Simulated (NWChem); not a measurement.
# aminoborane (BNH4); SMILES BN

**Question.** Give the equilibrium geometry at PBE0/def2-SVP (NWChem) as an XYZ file, with the point group.

**Answer.** point group C2v; any orientation.
```
6

B      0.0000     0.0000     0.7699
N      0.0000     0.0000    -0.6174
H      0.0000    -1.0575     1.3583
H      0.0000     1.0575     1.3583
H      0.0000     0.8464    -1.1721
H      0.0000    -0.8464    -1.1721
```
